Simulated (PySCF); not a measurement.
SiH2FBr, SMILES F[SiH2]Br. Atoms are numbered in the order given.

```xyz
5

Si     0.5179     1.0909     0.0000
F     -0.7893     1.9964     0.0000
Br    -0.0771    -1.0280     0.0000
H      1.2764     1.3707     1.2339
H      1.2764     1.3707    -1.2339
```
Charge 0, spin multiplicity 1.

The structure is a stationary point at PBE0-D3(BJ)/def2-TZVP.

Method: CAM-B3LYP/def2-TZVPD in PySCF.

Symmetry labels are those of the subgroup Cs that the program uses (full group Cs).

Question: List the valence orbital energies around the gap with their symmetry. (The exact figures need the calculation; the answer reports its results.)

Answer: 
```json
[
 {"orbital": "HOMO−7", "symmetry": "A'", "energy (eV)": "-17.72"},
 {"orbital": "HOMO−6", "symmetry": "A'", "energy (eV)": "-14.93"},
 {"orbital": "HOMO−5", "symmetry": "A\"", "energy (eV)": "-14.87"},
 {"orbital": "HOMO−4", "symmetry": "A'", "energy (eV)": "-14.63"},
 {"orbital": "HOMO−3", "symmetry": "A\"", "energy (eV)": "-12.04"},
 {"orbital": "HOMO−2", "symmetry": "A'", "energy (eV)": "-11.79"},
 {"orbital": "HOMO−1", "symmetry": "A'", "energy (eV)": "-10.38"},
 {"orbital": "HOMO", "symmetry": "A\"", "energy (eV)": "-10.09"},
 {"orbital": "LUMO", "symmetry": "A'", "energy (eV)": "0.51"},
 {"orbital": "LUMO+1", "symmetry": "A'", "energy (eV)": "0.55"},
 {"orbital": "LUMO+2", "symmetry": "A'", "energy (eV)": "0.89"},
 {"orbital": "LUMO+3", "symmetry": "A\"", "energy (eV)": "1.36"}
]
```
